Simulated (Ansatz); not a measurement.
Job for Ansatz (a program for electronic structure): R-B2PLYP/def2-TZVPP on BI3 (SMILES IB(I)I). Elements past Kr take the def2 small-core potentials; no spin–orbit coupling.

Ansatz 0.2 input:
```yaml
crystal:
  periodic: [false, false, false]
  atoms:
    - {symbol: B, position_ang: [0.00001590, 0.00000000, 0.00000000]}
    - {symbol: I, position_ang: [2.12515133, -0.00000000, -0.00000000]}
    - {symbol: I, position_ang: [-1.06258361, 1.84040225, -0.00000000]}
    - {symbol: I, position_ang: [-1.06258361, -1.84040225, -0.00000000]}
basis:
  gaussian:
    orbitals: def2-TZVPP
hamiltonian:
  xc: {name: B2PLYP}
magnetization: {spin_polarized: false}
correlation: {electrons: outside_noble_gas}
scf: {lower_state_search: off}
```

The log:

```
WARN ansatz: RAYON_NUM_THREADS=4 ignored (pool sized by the plan → 4); use --threads N
Functional definition: B2PLYP
these checks for a lower state are left out or cut short: stability, starts, cluster_reference, orbital_swaps, neighbouring_geometries, increment
integrals: 0.31 GiB planned
1645 factors; integrals over basis functions are off by at most 1.3e-3 eV
mean field: 1.31 GiB planned
mean field evaluation 1: about -24953.3803 eV, gradient 7.7e0 eV
mean field evaluation 2: about -24953.5227 eV, gradient 7.8e0 eV
mean field evaluation 4: about -24953.7883 eV, gradient 3.3e0 eV
mean field evaluation 8: about -24953.8123 eV, gradient 2.1e-2 eV
mean field evaluation 16: about -24953.8123 eV, gradient 3.0e-6 eV
mean field -24953.81228937 eV, -917.0356873330 hartree, gradient 3.3e-6 eV, S^2 0.000000; 0 other end points of the search recorded, 0 dependent functions left out
28 core orbitals not correlated
reference -24953.81243049 eV, -917.0356925188 hartree; 12, 12 occupied and 141, 141 virtual orbitals, 1645 factors
second order -17.44613991 eV of doubles, -0.00000000 eV of singles
Total energy: -24958.52288826 eV, -917.2087986492 hartree
Checks for a lower state left out: stability, starts, cluster_reference, orbital_swaps, neighbouring_geometries, increment
```

The run converged.

Cost: roughly 5 core-seconds.
